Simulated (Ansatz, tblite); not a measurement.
Cost and result up the ladder for CaI2⁻ (the lowest doublet isomer of a short search) (3 atoms). The state is a doublet with charge -1. Geometry: r2SCAN-D4/def2-TZVPD.

```xyz
3

Ca   -0.176   -0.658   -0.557
I     1.707   -1.248    1.627
I    -1.531    1.906   -1.070
```

Ansatz on 4 threads of Arm Neoverse V1 on a shared host; xTB runs through tblite on one thread. Times are rough, summed over both states, and most runs start from the orbitals of an earlier one. PBE-QIDH/def2-TZVPD serves as the yardstick here, not as an exact answer. Differences are given only for rows in sets of like size (and for xTB, whose basis is part of the method), since another set adds its own error. The other state is a quartet at its own geometry, which has other bonds, so the gap mixes isomer and spin.

In the def2 sets I takes a core potential; there is no spin–orbit coupling. The xTB rows come from tblite. Correlated methods freeze 13 core orbitals; core or outer-core shells of Ca, I are correlated, in sets that lack core-valence functions. The rows differ in basis, and correlated rows in double-zeta sets carry the largest basis error. In the quartet, I2 and I3 lie 3.24 Å apart (atoms count from 1), so these atoms are partly bonded to each other. The structure comes from a short search, and lower isomers may exist.

Correlated methods converge slowly with the basis, most of all in double-zeta sets.

xTB has no spin-polarisation term.

| level | functions | wall time |
| --- | --- | --- |
| GFN1-xTB | 27 | 0.005 s |
| GFN2-xTB | 27 | 0.007 s |
| HF/def2-TZVPD | 154 | 7.5 s |
| MP2/def2-TZVPD | 154 | 9.2 s |
| PBE-D4/def2-TZVPD | 154 | 11 s |
| RPA@PBE/def2-TZVPD | 154 | 18 s |
| PBE-QIDH/def2-TZVPD | 154 | 19 s |
| PBE0-D4/def2-TZVPD | 154 | 19 s |
| B2PLYP/def2-TZVPD | 154 | 20 s |
| BHLYP-D4/def2-TZVPD | 154 | 21 s |
| CAM-B3LYP-D4/def2-TZVPD | 154 | 23 s |
| CCSD(T)/def2-SVPD | 97 | 28 s |
| r2SCAN-D4/def2-TZVPD (with forces) | 154 | 34 s |

Estimate what each level gives for the quartet − doublet (eV).


```
                             level  quartet − doublet (eV)  difference from PBE-QIDH/def2-TZVPD (eV)                                               remarks
                          GFN1-xTB                    6.10                                      2.06                                                     –
                          GFN2-xTB                    9.20                                      5.16                                                     –
                     HF/def2-TZVPD                    3.72                                     -0.32                                                     –
                    MP2/def2-TZVPD                    4.08                                      0.04                                                     –
                 PBE-D4/def2-TZVPD                    3.74                                     -0.30  HOMO above zero (doublet), HOMO above zero (quartet)
                RPA@PBE/def2-TZVPD                    3.78                                     -0.26                                                     –
               PBE-QIDH/def2-TZVPD                    4.04                                      0.00                                                     –
                PBE0-D4/def2-TZVPD                    3.86                                     -0.18                             HOMO above zero (quartet)
                 B2PLYP/def2-TZVPD                    4.10                                      0.06                                                     –
               BHLYP-D4/def2-TZVPD                    4.05                                      0.01                             HOMO above zero (quartet)
           CAM-B3LYP-D4/def2-TZVPD                    4.11                                      0.07                             HOMO above zero (quartet)
                 CCSD(T)/def2-SVPD                    3.91                                         –                                                     –
r2SCAN-D4/def2-TZVPD (with forces)                    3.88                                     -0.16  HOMO above zero (doublet), HOMO above zero (quartet)
```
